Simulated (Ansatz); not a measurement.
Consider the isomerisation: `B[SiH2]/C=C/O` → `CC1B[SiH2]O1`.

Isolated molecules relaxed with PBE0-D4/def2-TZVP in Ansatz; ΔE leaves out vibrations. CBS: MP2 limit from def2 TZ/QZ plus the TZ coupled-cluster correction, frozen cores. Functionals use def2-TZVPP. B3LYP here is the variant with VWN-RPA as its local correlation; programs differ in this. One conformer a species, not always the lowest.

| level | ΔE (kJ/mol) |
| --- | --- |
| PBE0-D4 | -81.3 |
| B3LYP-D4 | -95.7 |
| B3LYP | -96.5 |
| CCSD(T)/def2-TZVPP | -98.3 |
| SCS-MP2/def2-QZVPP | -107.8 |
| HF/CBS(def2) | -154.1 |
| MP2/CBS(def2) | -93.1 |
| CCSD/CBS(def2) | -114.1 |

(1) What does CCSD(T)/CBS give? (Best estimate.)

Largest T1 diagnostic among the species: 0.013.

Results:

(1) The calculation gave: -101.2 kJ/mol. The listed levels differ from it by 19.9, 5.5, 4.7, 2.9, -6.6, -52.9, 8.1, -12.9 kJ/mol.

From PBE to PBE0 (25 % exact exchange), in def2-TZVPP and without D4, ΔE moves by −17.3 kJ/mol. In def2-TZVPP, CCSD(T) changes the Hartree–Fock value by +54.8 kJ/mol (the triples alone add +12.9 kJ/mol) and MP2 by +62.9 kJ/mol.
